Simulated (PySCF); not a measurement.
# Basis and Hamiltonian dependence of the ionisation energy of P²⁺

P²⁺ [Ne] 3s2 3p1 (2P) → P³⁺ [Ne] 3s2 (1S). All values are computed (PySCF 2.14, energy differences of UHF-based or UKS calculations, no spin-orbit coupling). Values in eV.

```
                                                               basis       Hamiltonian  functions     UHF  r2SCAN    PBE0  MP2 (valence)  CCSD(T) (valence)  CCSD(T) (valence and next inner shell)
                                                          cc-pVDZ-DK     spin-free X2C         18  29.543  30.336     n/a         29.717             29.833                                     n/a
                                                         cc-pV(D+d)Z  non-relativistic         23  29.562     n/a     n/a         29.743             29.883                                     n/a
                                                      aug-cc-pVDZ-DK     spin-free X2C         27  29.561  30.352  30.274         29.738             29.856                                     n/a
                                                     aug-cc-pV(D+d)Z  non-relativistic         32  29.580  30.368  30.288         29.763             29.906                                     n/a
                                                           def2-TZVP  non-relativistic         37  29.590     n/a     n/a         29.860             30.014                                     n/a
                                                         def2-TZVPPD  non-relativistic         48  29.599  30.386  30.288         29.887             30.043                                  30.049
                                                          dyall-av2z  non-relativistic         50  29.503  30.288  30.201         29.697             29.815                                     n/a
                                                     aug-cc-pV(T+d)Z  non-relativistic         55  29.580  30.369  30.259         29.877             30.034                                     n/a
                                                        x2c-QZVPPall     spin-free X2C         70  29.580  30.367  30.256         29.912             30.058                                  30.070
                                                      aug-cc-pVQZ-DK     spin-free X2C         84  29.577  30.369  30.257         29.905             30.047                                     n/a
                                                          dyall-av3z  non-relativistic         84  29.582  30.367  30.261         29.879             30.026                                     n/a
aug-cc-pCVTZ-DK with one added diffuse shell each of s, p, d, f type     spin-free X2C         91  29.573  30.363  30.251         29.874             30.031                                  30.056
                                                     aug-cc-pV(5+d)Z  non-relativistic        136  29.591  30.380  30.268         29.936                n/a                                     n/a
```

Task: Estimate the row for dyall-acv3z (spin-free X2C, 113 functions).

Result: From the rows with the same Hamiltonian and similar size; the calculation gives UHF 29.58; r2SCAN 30.36; PBE0 30.25; MP2 (valence) 29.88; CCSD(T) (valence) 30.04 (eV).

Frozen in the all-electron rows: valence: [Ne]; valence and next inner shell: 1s2.

Between the lowest levels the reference is 30.203 eV (measured; NIST Atomic Spectra Database, ionization energies); it includes spin-orbit coupling, which these numbers lack.
